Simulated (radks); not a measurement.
Results of a calculation; reference values are marked as such.
Species: S VII. Configuration: [Ne]. Code: a radial shooting solver on a logarithmic mesh with Libxc functionals. Model: non-relativistic Kohn-Sham, LDA (Slater exchange, Perdew-Wang correlation), spin-polarised, spherical densities, point nucleus.

Normalised radial functions P(r) = r R(r), r in bohr:

```
   r/bohr * 1s, o 2s, + 2p (the largest magnitude, 2.88, reaches the edge; | marks zero, & curves that meet)
 0.009362                             +  o     *
  0.01031                             +  o      *
  0.01143                             +  o       *
  0.01259                             +  o        *
  0.01385                             +   o        *
  0.01537                             +   o         *
  0.01692                             +   o          *
  0.01878                             +   o           *
  0.02067                             +    o           *
  0.02293                             |+   o            *
  0.02525                             |+   o              *
  0.02779                             |+    o              *
  0.03083                             |+    o               *
  0.03394                             |+    o                *
  0.03766                             |+    o                 *
  0.04146                             | +    o                 *
    0.046                             | +    o                  *
  0.05063                             | +    o                  *
  0.05574                             | +    o                   *
  0.06185                             |  +  o                    *
  0.06808                             |  +  o                    *
  0.07554                             |   + o                    *
  0.08315                             |    &                    *
  0.09226                             |   o+                   *
   0.1016                             |  o  +                 *
   0.1118                             | o    +              *
    0.124                             |o     +             *
   0.1365                             o       +          *
   0.1515                           o |        +       *
   0.1668                         o   |         +   *
   0.1851                        o    |          +*
   0.2037                      o      |         * +
   0.2242                    o        |       *   +
   0.2488                   o         |     *      +
   0.2739                 o           |    *       +
   0.3039                o            |  *          +
   0.3345               o             | *           +
   0.3712               o             | *          +
   0.4086               o             |*           +
   0.4497               o             |*          +
    0.499                o            *           +
   0.5493                 o           *          +
   0.6095                  o          *        +
   0.6709                    o        *       +
   0.7444                      o      *      +
   0.8195                       o     *    +
    0.902                        o    *   +
    1.001                          o  *  +
    1.102                           o * +
    1.222                           o * +
    1.346                            o*+
    1.493                            o*+
    1.644                             &
```

1s: eigenvalue -2495.5 eV, 0 radial nodes, <r> = 0.0975 bohr, 90 % of the charge inside 0.174 bohr. 2s: eigenvalue -310.40 eV, 1 radial node at r = 0.133 bohr, <r> = 0.478 bohr, 90 % of the charge inside 0.747 bohr. 2p: eigenvalue -257.92 eV, 0 radial nodes, <r> = 0.436 bohr, 90 % of the charge inside 0.725 bohr.
